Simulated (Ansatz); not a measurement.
`C[N]=[Mo]([CH3])([CH3])=[O]`, relaxed with RKS PBE0-D4/def2-TZVP in the Gaussian-basis code of Ansatz from a PBE-D4/def2-SVP geometry. The force threshold is 0.005 eV/Å; the program also tests the step.

Charge 0, multiplicity 1. Mo takes the def2 core potential.

Start:

```xyz
15

C     0.932   -1.762   -1.648
N     0.243   -0.846   -0.802
Mo    0.285    0.405    0.415
C    -0.609    2.109   -0.470
C    -0.782   -0.358    2.078
O     1.904    0.723    0.830
H     0.742   -1.525   -2.719
H     0.579   -2.803   -1.471
H     2.034   -1.735   -1.477
H    -0.560    2.959    0.246
H    -0.126    2.420   -1.419
H    -1.673    1.868   -0.689
H    -1.840   -0.515    1.770
H    -0.743    0.384    2.906
H    -0.387   -1.325    2.451
```

| step | energy (eV) | largest force (eV/Å) | largest move (Å) |
| --- | --- | --- | --- |
| 1 | -8647.1267 | 1.073 | 0.000 |
| 2 | -8647.1961 | 0.196 | 0.032 |
| 3 | -8647.2009 | 0.052 | 0.009 |
| 4 | -8647.2011 | 0.023 | 0.005 |
| 5 | -8647.2012 | 0.007 | 0.011 |
| 6 | -8647.2012 | 0.007 | 0.008 |
| 7 | -8647.2012 | 0.005 | 0.012 |
| 8 | -8647.2012 | 0.004 | 0.004 |

End:

```xyz
15

C     0.927   -1.751   -1.638
N     0.251   -0.833   -0.792
Mo    0.289    0.400    0.410
C    -0.601    2.100   -0.470
C    -0.781   -0.362    2.061
O     1.884    0.719    0.833
H     0.698   -1.537   -2.687
H     0.596   -2.773   -1.425
H     2.013   -1.699   -1.499
H    -0.557    2.934    0.239
H    -0.116    2.404   -1.399
H    -1.647    1.863   -0.690
H    -1.821   -0.517    1.754
H    -0.746    0.367    2.878
H    -0.387   -1.313    2.425
```

Hardware: 4 threads of an Arm Neoverse V1 on a shared host. Wall time 57 s, peak host memory 0.81 GiB.
